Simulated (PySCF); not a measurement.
Compound: 3-chlorostyrene, C₈H₇Cl.
Geometry (PBE0-D3(BJ)/def2-SVP, Å), atoms numbered from 1 in this order:
```
atom  x, y, z in Å
C1     2.563    1.028   -0.044
C2     1.685    0.019   -0.007
C3     0.224    0.115    0.106
C4    -0.538   -1.062    0.132
C5    -1.926   -1.015    0.239
C6    -2.587    0.207    0.322
C7    -1.830    1.380    0.295
Cl8   -2.635    2.913    0.398
C9    -0.446    1.346    0.189
H10    2.256    2.076    0.010
H11    3.634    0.836   -0.129
H12    2.071   -1.005   -0.065
H13   -0.030   -2.027    0.069
H14   -2.503   -1.941    0.258
H15   -3.673    0.263    0.406
H16    0.105    2.287    0.173
```

Computed with PySCF at B3LYP/def2-SVPD, non-relativistic, on one gas-phase PBE0-D3(BJ)/def2-SVP geometry that isn't relaxed in the solvent. The solvent is an IEF-PCM continuum (cavity from Bondi-type radii × 1.2), and excitations are vertical TDDFT with non-equilibrium linear response and a frozen core. Specific hydrogen bonds and non-electrostatic terms are outside this model.

| run | E − E(gas) (kcal/mol) | HOMO (eV) | HOMO–LUMO gap (eV) | dipole (D) | lowest singlet (eV) | static polarisability (au) |
| --- | --- | --- | --- | --- | --- | --- |
| gas | 0.00 | -6.65 | 5.02 | 1.74 | 4.54 | 113.8 |
| P | -3.42 | -6.57 | 5.04 | 2.33 | 4.56 | 161.7 |
| Q | -2.81 | -6.57 | 5.04 | 2.24 | 4.55 | 152.2 |

Q: The runs were made in methanol and tetrahydrofuran. Which run belongs to which solvent?

A: P = methanol, Q = tetrahydrofuran. The dielectric constants are 7.426 (tetrahydrofuran), 32.61 (methanol), and the energy falls further as ε rises. The optical constants n² used for the excitations are 1.97, 1.77 in the same order. In this model the ground state sees the solvent through ε alone.

Q: How constant is the ratio of the lowering to (ε − 1)/(2ε + 1)?

A: 
```json
{"solvent": "tetrahydrofuran", "(ε − 1)/(2ε + 1)": "0.405", "E − E(gas) (kcal/mol)": "-2.81", "ratio (kcal/mol)": "-6.9", "polarisation term (kcal/mol)": "-3.14"}
{"solvent": "methanol", "(ε − 1)/(2ε + 1)": "0.477", "E − E(gas) (kcal/mol)": "-3.42", "ratio (kcal/mol)": "-7.2", "polarisation term (kcal/mol)": "-3.91"}
```

The ratio changes by +3.3 % in size from tetrahydrofuran to methanol. The polarisation term is half the interaction of the solute with the induced surface charges.

The run took 87 s on Arm Neoverse N1, one thread, shared host with 64 logical CPUs at a one-minute load of 60, and the process peaked at 1.1 GiB of memory. This is the whole response run at B3LYP/def2-SVPD in methanol, SCF included.
